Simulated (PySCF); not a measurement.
A GIAO shielding run with PySCF 2.14 (density fitting, non-relativistic, gas phase) on `F[SiH2]N([SiH3])/C=C\C1CC1`, C5H12FNSi2:

```
$ OMP_NUM_THREADS=1 python probes_run.py task.json out

{"job": {"kind": "nmr", "xc": "PBE0", "basis": "pcSseg-1"}, "charge": 0, "multiplicity": 1}
F     -4.018101    -0.100176     0.648384
Si    -2.810265    -1.093001     1.010183
N     -1.469868    -0.602219     0.034215
Si    -1.602542     0.601765    -1.234065
C     -0.286161    -1.323577     0.243253
C      0.954194    -0.848694     0.311284
C      1.368562     0.560460     0.246717
C      2.687039     0.967099     0.846751
C      2.522391     0.961510    -0.638143
H     -2.535485    -0.887850     2.423765
H     -3.285107    -2.424437     0.659567
H     -2.819944     0.316803    -1.990941
H     -1.681818     1.939776    -0.639160
H     -0.419868     0.427674    -2.070660
H     -0.442848    -2.387949     0.381600
H      1.754008    -1.563938     0.449420
H      0.556040     1.269624     0.335982
H      3.298778     0.198154     1.293946
H      2.743060     1.917040     1.355849
H      3.015312     0.183313    -1.201201
H      2.463704     1.905566    -1.157811
```

Hardware: 1 thread of an AMD EPYC, shared host. The job also computes population analyses, field gradients, ring-centre shieldings.

**Question.** How large is the calculation?

**Answer.** 86 electrons, 227 basis functions and 1218 auxiliary functions.

**Question.** How long does it take, and how much memory does it need?

**Answer.** 2.4 min of wall time, with 13 SCF cycles and 5 response iterations; peak memory 1.1 GiB. Times on a shared host scatter by some tens of per cent.
